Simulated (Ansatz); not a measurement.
ClRb, charge -1, quartet, geometry from GFN2-xTB of the parent state (such geometries of metal compounds can be far from the true shape) (a state made from the parent by changing its charge; the spin is typed, not shown lowest) (core potentials on Rb) (a gas-phase anion, which may not be bound at this level); HF/def2-SVP run with Ansatz (a first-principles code).

The Ansatz input:
Ansatz 0.2 input:
```yaml
crystal:
  periodic: [false, false, false]
  atoms:
    - {symbol: Rb, position_ang: [-0.00000000, -0.00000000, -1.23734053]}
    - {symbol: Cl, position_ang: [0.00000000, 0.00000000, 2.69303528]}
basis:
  gaussian:
    orbitals: def2-SVP
hamiltonian:
  xc: hf
total_charge: -1
magnetization: {spin_polarized: true, initial_magnetization: 3}
```

What the program printed (banner, timings and long lists left out):

```
Functional definition: HF
389 factors; integrals over basis functions are off by at most 3.5e-4 eV
mean field evaluation 1: about -13108.4083 eV, gradient 3.6e1 eV
mean field evaluation 2: about -13108.4562 eV, gradient 3.6e1 eV
mean field evaluation 4: about -13144.2324 eV, gradient 1.3e1 eV
mean field evaluation 8: about -13146.0914 eV, gradient 2.2e-1 eV
mean field evaluation 16: about -13146.0987 eV, gradient 2.0e-5 eV
mean field evaluation 32: about -13146.0673 eV, gradient 5.7e-2 eV
mean field evaluation 64: about -13145.8365 eV, gradient 3.5e0 eV
mean field evaluation 96: about -13146.0968 eV, gradient 3.1e-2 eV
mean field evaluation 128: about -13146.0551 eV, gradient 4.0e-2 eV
mean field evaluation 160: about -13146.0829 eV, gradient 9.2e-1 eV
mean field evaluation 192: about -13144.9675 eV, gradient 8.1e-1 eV
mean field evaluation 224: about -13144.4158 eV, gradient 3.0e-1 eV
mean field evaluation 256: about -13143.5912 eV, gradient 7.7e-1 eV
mean field evaluation 288: about -13137.2221 eV, gradient 1.3e0 eV
mean field evaluation 320: about -13145.9780 eV, gradient 6.4e-1 eV
mean field evaluation 352: about -13146.0987 eV, gradient 1.0e-3 eV
mean field evaluation 384: about -13140.0327 eV, gradient 1.4e1 eV
mean field evaluation 416: about -13145.7538 eV, gradient 1.0e-1 eV
mean field -13146.09868670 eV, -483.1102159904 hartree, gradient 5.5e-6 eV, S^2 3.755554; 7 other end points of the search recorded, 0 dependent functions left out
reference -13146.09868670 eV, -483.1102159904 hartree; 15, 12 occupied and 27, 30 virtual orbitals, 389 factors
Total energy: -13146.09868670 eV, -483.1102159904 hartree
```
